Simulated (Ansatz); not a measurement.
Diatomic NiF, multiplicity 2 (the spin of the measured ground state). No spin–orbit coupling. Ni is treated without relativity.

| level | bond energy D_e (eV) |
|---|---|
| SVWN5/def2-TZVPP | 5.566 |
| PBE/def2-TZVPP | 4.662 |
| r2SCAN/def2-TZVPP | 4.475 |
| B97M-V/def2-TZVPP | 4.236 |
| B3LYP/def2-TZVPP | 4.229 |
| PBE0/def2-TZVPP | 4.172 |
| BHLYP/def2-TZVPP | 3.605 |
| CAM-B3LYP/def2-TZVPP | 4.401 |
| wB97X-V/def2-TZVPP | 4.518 |
| wB97M-V/def2-TZVPP | 4.483 |
| CCSD/def2-TZVPP | 4.172 |
| CCSD(T)/def2-TZVPP | 4.270 |

The rows run from 3.605 (BHLYP/def2-TZVPP) to 5.566 eV (SVWN5/def2-TZVPP). The 10 functionals in def2-TZVPP without D3 or D4 span 1.961, from BHLYP to SVWN5.

D_e counts from the fitted minimum to each atom's lowest state at the same level, without counterpoise.

Correlated levels freeze the inner cores; with def2 sets outer-core shells near the valence are correlated too.

Doubts at one or more of the structures used: a spin-contaminated determinant (r2SCAN/def2-TZVPP, B97M-V/def2-TZVPP).

Run with Ansatz (a first-principles code). Each number belongs to the level named beside it.
